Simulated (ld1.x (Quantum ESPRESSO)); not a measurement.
## Transferability test, TM potential for Fe (Z = 26)

- Element: iron
- Generator: ld1.x (Quantum ESPRESSO) 7.5
- Type: norm-conserving Troullier–Martins (Kleinman–Bylander form)
- Functional: PBE
- Relativity: scalar-relativistic
- Frozen core: [Ar]
- Valence charge: 8
- Reference configuration: 3d6 4s0 4p0 (charge +2)
- Partial waves: 4s (bound, empty): rc 1.85 bohr; 4p (bound, empty): rc 2.80 bohr; 3d (bound): rc 1.20 bohr
- Local potential: all-electron potential smoothed inside 2.45 bohr (lloc = -1)
- Core correction: a·sin(br)/r model core inside 0.70 bohr

Energies are relative to the spin-unpolarised reference configuration 3d6 4s0 4p0; without spin polarisation the order of configurations can differ from experiment. Not all tests gave a result: 1 of 7 tests not solved or not reliable. Left out of the table: 3d5 4s2 4p1 (solver errors, printed error -572 meV).

```tsv
valence configuration	charge	ΔE all-electron (eV)	error AE − PS (meV)
3d6 4s2 4p0	0	-24.932	-27
3d6 4s1 4p0	+1	-16.203	-11
3d5 4s0 4p0	+3	34.223	-437
3d6.5 4s1.5 4p0	0	-25.659	-16
```

Question: What are ΔE and the potential's error for 3d6 4s1.5 4p0?

Answer: ΔE = -21.448 eV all-electron; the error (AE − PS) is -19 meV.

Question: What are ΔE and the potential's error for 3d6 4s1 4p1?

Answer: ΔE = -20.827 eV all-electron; the error (AE − PS) is -14 meV.
